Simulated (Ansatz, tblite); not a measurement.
Cost and result up the ladder for the cluster GaO₃ (the lowest doublet isomer of a short search) (4 atoms). The state is a doublet with charge 0. Geometry: r2SCAN-D4/def2-TZVP.

```xyz
4

Ga    0.4110   -0.2492   -0.0828
O     1.8026   -1.0955   -0.3639
O    -1.2891    0.2135    0.7017
O    -0.9246    1.1312   -0.2549
```

Ansatz on 4 threads of Arm Neoverse V2 on a shared host; xTB runs through tblite on one thread. Times are rough, summed over both states, and most runs start from the orbitals of an earlier one. CCSD(T)/def2-TZVPP serves as the yardstick here, not as an exact answer. Differences are given only for rows in sets of like size (and for xTB, whose basis is part of the method), since another set adds its own error. The other state is a quartet at its own geometry, which has other bonds, so the gap mixes isomer and spin.

The 6-31G sets use Cartesian d functions. The xTB rows come from tblite. B3LYP takes the VWN-RPA correlation. Correlated methods freeze 12 core orbitals; core or outer-core shells of Ga are correlated, in sets that lack core-valence functions. In CCSD on the charge 0 quartet the largest single amplitude is 0.24, so its Hartree–Fock determinant may place the open shell otherwise than the density functionals do. The structure holds one bond between oxygen atoms, so isomers without such links may lie far lower. HOMO above LUMO, or a gap near zero within one spin, warns that the state may not be the lowest or that an electron is smeared out. In the quartet geometry the species has come apart into loosely held pieces. The structure comes from a short search, and lower isomers may exist.

Correlated methods converge slowly with the basis.

xTB has no spin-polarisation term.

```tsv
level	functions	wall time	quartet − doublet (eV)	difference from CCSD(T)/def2-TZVPP (eV)	remarks
GFN2-xTB	21	0.097 s	2.15	0.62	–
HF/6-31G	56	2 s	-1.12	–	–
B3LYP-D4/6-31G	56	2.1 s	0.55	–	–
BLYP-D4/def2-TZVP	141	6 s	0.50	-1.03	gap within one spin near zero (doublet)
PBE0-D4/def2-TZVP	141	7.1 s	0.52	-1.01	–
r2SCAN-D4/def2-TZVP (with forces)	141	7.7 s	0.62	-0.91	–
B2PLYP/def2-TZVP	141	7.8 s	0.81	-0.72	–
RPA@PBE/def2-TZVP	141	8 s	0.69	-0.84	–
PBE-D4/def2-TZVP	141	9.6 s	0.66	-0.86	gap within one spin near zero (doublet)
BHLYP-D4/def2-TZVP	141	10 s	0.24	-1.29	–
MP2/def2-TZVP	141	13 s	2.13	0.60	–
PBE-QIDH/def2-TZVP	141	24 s	1.15	-0.38	–
ωB97X-V/def2-TZVP	141	25 s	0.66	-0.87	–
CCSD(T)/def2-TZVPP	141	2.8 min	1.53	0.00	–
```
